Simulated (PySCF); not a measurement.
## Nb⁺ (niobium, charge +1) across methods

[Kr] 4d4, high-spin 5D determinant. All numbers are calculated (PySCF 2.14, the spin-free X2C one-electron Hamiltonian (Gaussian nucleus), in x2c-TZVPPall with one added diffuse shell each of s, p, d, f type (9s7p7d3f1g, 95 functions)).

| method | E (hartree) | mean ε 4p α (eV) | mean ε 4p β (eV) | mean ε 4d α (eV) | Σ⟨r²⟩ (bohr²) | ⟨S²⟩ |
| --- | --- | --- | --- | --- | --- | --- |
| LDA | -3814.48 | -42.232 | -40.200 | -10.647 | 40.21 | 6.000 |
| B3LYP | -3819.13 | -44.280 | -41.593 | -11.332 | 39.79 | 6.001 |
| PBE0 | -3818.77 | -44.593 | -41.484 | -11.423 | 38.91 | 6.001 |
| PW91 | -3819.37 | -42.107 | -39.898 | -10.565 | 40.03 | 6.001 |
| BLYP | -3819.20 | -41.534 | -39.478 | -10.000 | 39.79 | 6.000 |
| PBE | -3818.69 | -42.021 | -39.784 | -10.495 | 40.00 | 6.001 |

(1) Estimate the same row for UHF.

⟨L²⟩ = 7.08 against 6 for a pure D term, so this real determinant mixes terms.

Answers

(1) E (hartree) = -3817.01551; mean ε 4p α (eV) = -52.581; mean ε 4p β (eV) = -46.673; mean ε 4d α (eV) = -14.568; Σ⟨r²⟩ (bohr²) = 38.59; ⟨S²⟩ = 6.005.
